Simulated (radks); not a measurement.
The numbers below are computed, except where a source is named.
Question: The table gives one normalised radial function P(r) = r R(r) of Tm3+ in [Xe] 4f10.5 5d1.5 (r in bohr). Code: a radial shooting solver on a logarithmic mesh with Libxc functionals. Model: scalar-relativistic Kohn-Sham, PBE, spin-unpolarised, spherical densities, finite nucleus; Fermi nuclear charge, rms radius 5.2256 fm.

| r | P |
|---|---|
| 0.003567 | 0.1308 |
| 0.004757 | 0.1516 |
| 0.006345 | 0.1687 |
| 0.008462 | 0.1768 |
| 0.01129 | 0.1680 |
| 0.01505 | 0.1328 |
| 0.02008 | 0.0629 |
| 0.02678 | -0.0425 |
| 0.03572 | -0.1659 |
| 0.04764 | -0.2623 |
| 0.06354 | -0.2622 |
| 0.08542 | -0.1020 |
| 0.1139 | 0.1755 |
| 0.152 | 0.3900 |
| 0.2027 | 0.2954 |
| 0.2703 | -0.1451 |
| 0.3605 | -0.5569 |
| 0.4809 | -0.4359 |
| 0.6414 | 0.2410 |
| 0.8554 | 0.9163 |
| 1.141 | 1.0800 |
| 1.534 | 0.7444 |
| 2.046 | 0.3252 |
| 2.729 | 0.0858 |
| 3.64 | 0.0122 |
| 4.854 | 0.0008 |
| 6.474 | 0.0000 |

Which n and l does it have? It may be an empty orbital.

Answer: n = 5, l = 0: the number of nodes gives n - l - 1 = 4, the rise at small r (about r^(l+1), flatter next to the nucleus through relativity) gives l, and the extent must fit the shell. The curve is that of 5s. 5s: eigenvalue -90.380 eV, 4 radial nodes at r = 0.0241, 0.0957, 0.249, 0.587 bohr, <r> = 1.18 bohr, 90 % of the charge inside 1.69 bohr.
